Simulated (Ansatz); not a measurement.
`F[SiH2]I` and `F[SiH2][SnH3]` differ in one atom or group.

Ansatz, PBE0-D4/def2-TZVP geometries, multiplicity 1. 

Elements past krypton have def2 core potentials.  Spin–orbit coupling is left out; it splits and shifts lone-pair levels of the heavy atoms by tenths of an eV.

```json
{"property": "zero-point energy (PBE0-D4/def2-TZVP) / kJ/mol", "`F[SiH2]I`": "54.6"}
{"property": "LUMO energy (PBE0/def2-TZVPP) / eV", "`F[SiH2]I`": "-0.54"}
{"property": "HOMO–LUMO gap (B3LYP/def2-TZVPP) / eV", "`F[SiH2]I`": "6.93"}
{"property": "HOMO–LUMO gap (ωB97M-V/def2-TZVPP) / eV", "`F[SiH2]I`": "11.34"}
{"property": "ideal-gas entropy at 298 K and 1 bar (rigid rotor, harmonic PBE0-D4/def2-TZVP) / J/(mol·K)", "`F[SiH2]I`": "301"}
{"property": "HOMO energy (PBE0/def2-TZVPP) / eV", "`F[SiH2]I`": "-7.96"}
```

Give the same properties after the change, and the shifts. (Estimate.)

The calculation gave: 
| property | `F[SiH2][SnH3]` | shift |
| --- | --- | --- |
| zero-point energy (PBE0-D4/def2-TZVP) / kJ/mol | 105.0 | 50.4 |
| LUMO energy (PBE0/def2-TZVPP) / eV | -0.74 | -0.20 |
| HOMO–LUMO gap (B3LYP/def2-TZVPP) / eV | 6.91 | -0.02 |
| HOMO–LUMO gap (ωB97M-V/def2-TZVPP) / eV | 11.00 | -0.34 |
| ideal-gas entropy at 298 K and 1 bar (rigid rotor, harmonic PBE0-D4/def2-TZVP) / J/(mol·K) | 339 | 38 |
| HOMO energy (PBE0/def2-TZVPP) / eV | -8.03 | -0.07 |

With PBE0 the HOMO falls by 0.07 eV and the LUMO falls by 0.20 eV, so the gap narrows by about 0.13 eV. PBE moves the HOMO by -0.11 eV and ωB97M-V by 0.04 eV. The zero-point energy changes by 50.4 kJ/mol with +9 modes.

B3LYP here is the variant with VWN-RPA as its local correlation; programs differ in this.
